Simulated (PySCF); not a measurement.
Computed shifts of a molecule C₂H₉NOSi, HF/pcSseg-1 in PySCF, GIAO, gas phase, atoms alike by connectivity averaged where their shifts nearly agree, in ppm (number of nuclei): ¹³C: 46.3 (1), -1.8 (1). ²⁹Si: -19.8 (1). ¹⁵N: 17.9 (1). ¹H: 4.39 (1), 3.56 (3), 1.13 (1), 0.96 (1), 0.38 (3). References: ¹³C against TMS (σ = 192.6 ppm); ¹⁷O against H2O (σ = 333.0 ppm); ²⁹Si against TMS (σ = 393.8 ppm); ¹⁵N against NH3 (σ = 267.3 ppm); ¹H against TMS (σ = 31.99 ppm), references at their B3LYP-D3(BJ)/def2-TZVP geometries, non-relativistic. Coordinates come from a PBE0-D3(BJ)/def2-SVP optimisation. Other conformers were not sampled.

Problem. Which structure fits?
A) CO[Si@H](C)N
B) CCN[SiH2]O
C) C[C@H](N)[SiH2]O
D) COC[SiH2]N

Solution. A, CO[Si@H](C)N
